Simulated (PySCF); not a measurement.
Calculation: B3LYP-D3(BJ)/def2-TZVP // PBE0-D4/def2-TZVP run with PySCF 2.14.0. Gas-phase values, no solvent. One relaxed conformer stands for a flexible species; it need not be the lowest. B3LYP has the VWN-RPA correlation part, as in Gaussian. Delta-SCF ions had no search for a lower state. Excitations are Tamm–Dancoff values on a coarser integration grid. The basis has no diffuse functions, so Rydberg states are missing or too high.

Reference species (SMILES): `CC(C)[SiH2]O` (C–C–Si–O torsion -179°, C–Si–O–H torsion -78°) (neutral, multiplicity 1).

```
Item                                      Result
--------------------------------------  --------
S1–T1 gap (TDA)                          0.25 eV
vertical ionisation energy (Delta-SCF)   9.74 eV
T1 excitation (TDA)                      6.40 eV
HOMO                                    -7.59 eV
```

Changed species: `[SiH2](O)[SiH3]` (H–O–Si–Si torsion 59°) (X = silyl; the reference has X = isopropyl).

### Question
What does the change do to the S1–T1 gap (TDA), vertical ionisation energy (Delta-SCF), T1 excitation (TDA) and HOMO?

### Answer
the S1–T1 gap (TDA) rises by 0.39 eV, to 0.64 eV; the vertical ionisation energy (Delta-SCF) goes up by 0.20 eV, to 9.94 eV; the T1 excitation (TDA) drops by 1.08 eV, to 5.32 eV; the HOMO decreases by 0.08 eV, to -7.67 eV.
